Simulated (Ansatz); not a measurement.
`C=[CH][GaH][GeH3]` + HI → `[GeH3][I]` + `C=[CH][GaH2]` at 400 K and 1 bar (cleavage of the Ge–Ga bond).

Isolated molecules relaxed with PBE0-D4/def2-TZVP in Ansatz; ΔE leaves out vibrations. CCSD(T)/CBS is the MP2 limit (def2-TZVPP, def2-QZVPP) plus CCSD(T) − MP2 in def2-TZVPP, frozen cores. def2 core potentials past Kr. For Ga, Ge, I outer-core shells are correlated without core-valence functions, which leaves a few kJ/mol of doubt a bond. Scalar relativity is left out up to krypton. One conformer a species, not always the lowest.

```tsv
species	CCSD(T)/CBS energy (Eh)	H − E (kJ/mol)	S (J/(mol·K))
`C=[CH][GaH][GeH3]`	-4080.33471	224.3	417.2
HI	-298.03592	25.7	215.0
`[GeH3][I]`	-2375.37957	81.4	302.0
`C=[CH][GaH2]`	-2003.00582	168.4	322.2
```

H − E and S are ideal-gas, rigid-rotor, harmonic terms from PBE0-D4/def2-TZVP, for one conformer and one mirror image of each species. 1 Eh = 2625.50 kJ/mol, R = 8.31446 J/(mol·K).

Question: By hand: ΔE, ΔH, ΔS and ΔG.

Answer: ΔE = (-2375.37957) + (-2003.00582) − (-4080.33471) − (-298.03592) = -0.01476 Eh = -38.8 kJ/mol. Δ(H − E) = 81.4 + 168.4 − 224.3 − 25.7 = -0.2, so ΔH = -39.0 kJ/mol. ΔS = 302.0 + 322.2 − 417.2 − 215.0 = -8.0 J/(mol·K). ΔG = -39.0 − 400 × (-8.0)/1000 = -35.8 kJ/mol.

Question: By hand: the equilibrium constant, and the temperature at which ΔG would vanish if ΔH and ΔS stayed fixed.

Answer: log₁₀ K = −ΔG/(RT ln 10) = 4.7. ΔG = 0 at ΔH/ΔS = 4875 K, far beyond where these terms or the molecules hold.

The number of gas molecules stays the same, so ΔS is small and ΔH decides. A doubt of 5 kJ/mol in ΔE shifts log₁₀ K by 0.7 here. Other conformers and mirror images would add mixing entropy, several J/(mol·K) or more a flexible species. Modes under 60 cm⁻¹, often nearly free rotors, make the harmonic entropy too high. These are equilibria of isolated gas molecules and say nothing of rates. Largest T1 diagnostic: 0.013 (customary marks: 0.02 for closed shells, 0.045 for open ones).
